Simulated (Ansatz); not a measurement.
The same path of CH3ClOSi (7 atoms, charge 0, multiplicity 1) was run 3 times with different band settings. The coordinate that changes most is the dihedral H5–C1–Si2–Cl4.

Method: Ansatz, RKS PBE-D4/6-31G*.

Relaxed end points:

```xyz
7
Properties=species:S:1:pos:R:3
C -0.100 0.858 -0.170
Si 0.255 -0.916 0.316
O 1.318 -1.414 1.318
Cl -1.015 -2.190 -0.705
H -0.924 0.932 -0.895
H -0.349 1.432 0.738
H 0.815 1.297 -0.602
```

```xyz
7
Properties=species:S:1:pos:R:3
C -0.278 0.828 -0.109
Si 0.268 -0.914 0.312
O 0.243 -1.590 1.699
Cl 0.945 -1.866 -1.395
H -1.330 0.954 0.198
H 0.327 1.541 0.476
H -0.174 1.047 -1.181
```

Common settings: movable images 7; climbing image yes; spring 5.0 eV/Å²; optimiser quadratic models (default); start path IDPP; end points relaxed.

| run | force threshold | iteration limit |
| --- | --- | --- |
| 1 | 0.05 eV/Å | 60 |
| 2 | 0.2 eV/Å | 60 |
| 3 | 0.05 eV/Å | 10 |

**Question.** What does each run give, and how far can it be trusted?

**Answer.** Run 1: converged after 3 iterations, highest image 0.000 eV above the first end. The highest image is an end point: on this band no image between the ends rises above it. Inner images lie up to 0.016 eV below the lower end, so the ends aren't the lowest states on this path.
Run 2: converged after 3 iterations, highest image 0.000 eV above the first end. The highest image is an end point: on this band no image between the ends rises above it. Inner images lie up to 0.016 eV below the lower end, so the ends aren't the lowest states on this path.
Run 3: converged after 3 iterations, highest image 0.000 eV above the first end. The highest image is an end point: on this band no image between the ends rises above it. Inner images lie up to 0.016 eV below the lower end, so the ends aren't the lowest states on this path.
